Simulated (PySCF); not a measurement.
## Electronic structure of Ne²⁺ (neon, charge +2) at the TPSS level

Configuration: [He] 2s2 2p3 3d1, high-spin 5D determinant (an excited configuration). Computed with PySCF 2.14 in aug-cc-pwCVDZ (5s4p2d, 27 functions), with the non-relativistic Hamiltonian (point nucleus).

```json
{
  "Total energy": "-124.3750 hartree",
  "One-electron energy": "-161.3482 hartree",
  "Hartree (Coulomb) energy": "48.1250 hartree",
  "Exchange-correlation energy": "-11.1518 hartree",
  "Kinetic energy": "125.53214 hartree",
  "⟨S²⟩": "6.0010",
  "⟨L²⟩": "6.000",
  "Sum of ⟨r⟩": "5.789 bohr",
  "Sum of ⟨r²⟩": "6.483 bohr²",
  "Traceless quadrupole moment −½Σ⟨3z² − r²⟩ along its main axis": "0.757 e·bohr²",
  "Density at the nucleus (Gaussians lack the cusp)": "601 bohr⁻³",
  "Spin density at the nucleus": "-0.992 bohr⁻³",
  "Langevin diamagnetic susceptibility": "-5.13 ×10⁻⁶ cm³/mol"
}
```

```
shell  electrons  mean orbital energy (eV)  spread (eV)  rms radius, mean of both spins (bohr)
 1s α          1                   -902.82            0                                  0.183
 1s β          1                   -899.00            0                                  0.183
 2s α          1                   -90.428            0                                  0.885
 2s β          1                   -80.941            0                                  0.885
 2p α          3                   -67.071        0.463                                  0.854
 3d α          1                     3.647            0                                   1.63
```

The outer electron is Rydberg-like, and this basis confines it to a smaller radius and binds it less than a complete one would. At TPSS the highest occupied level has a positive energy, so only the finite basis holds that electron; for this excited configuration the basis is too tight for the outer shell.
